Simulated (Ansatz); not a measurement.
System: TiF3, charge 0, multiplicity 2. The spin state was set by rule; other spins were not relaxed. 
Structure (B3LYP-D3(BJ)/def2-TZVP (Ansatz, a first-principles code) minimum search):
SMILES: [F][Ti]([F])[F]
```xyz
4

Ti     0.0000     0.0000     0.0000
F     -1.5147    -0.9338     0.0282
F      0.0193     1.6440    -0.6812
F      1.4954    -0.7102     0.6530
```
Charge 0, spin multiplicity 2.

Parts of the frozen-core correlation energy in 6-31G (Ansatz, hartree). Frozen orbitals: 12; correlated occupied orbitals by spin: 13 and 12; virtual: 31 and 32. UHF or UKS for open shells. Spin-orbit coupling is left out. Non-relativistic.

| term | value |
|---|---|
| reference (HF) | -1146.83928 |
| MP2 opposite-spin | ___ |
| MP2 same-spin | ___ |
| CCSD correlation | -0.43726 |
| (T) | ___ |
| T1 diagnostic | 0.026 |
| largest doubles amplitude | 0.025 |
| <S^2> of the reference | 0.753 |

Complete the blanks.


- MP2 opposite-spin, value: -0.31763
- MP2 same-spin, value: -0.12697
- (T), value: -0.01376
